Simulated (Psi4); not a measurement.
Torsional profile of CH6SSeSi, SMILES [SiH2](CS)[SeH], singlet. Scanned: dihedral H5–S1–C2–Si3; all other coordinates were relaxed at B3LYP-D3(BJ)/def2-SVP. Points at φ and −φ are mirror images.

Geometry of the scan point at -30° (Å):
```
10

S      3.0070    -1.3321    -2.6161
C      1.2122    -1.1207    -2.9567
Si     0.4173    -2.6910    -3.6376
Se    -1.8434    -2.2630    -3.7963
H      2.9790    -2.6540    -2.3228
H      0.6865    -0.7883    -2.0469
H      1.1265    -0.3156    -3.7024
H      0.6974    -3.8126    -2.6946
H      0.9811    -3.0386    -4.9705
H     -2.1086    -3.5090    -4.5424
```

Calculation: DF-MP2 (frozen core)/cc-pVTZ // B3LYP-D3(BJ)/def2-SVP (Psi4).

Scanned values (°): -150, -120, -90, -60, -30, 0, 30, 60, 90, 120, 150, 180.

**Question.** Locate the minima and the barriers on this grid.

**Answer.** Lower than their neighbours: -60° (0.00 kcal/mol), 60° (0.00 kcal/mol), 180° (1.08 kcal/mol). Higher than their neighbours: -120° (1.62 kcal/mol), 0° (1.17 kcal/mol), 120° (1.62 kcal/mol). The whole profile spans 1.62 kcal/mol.
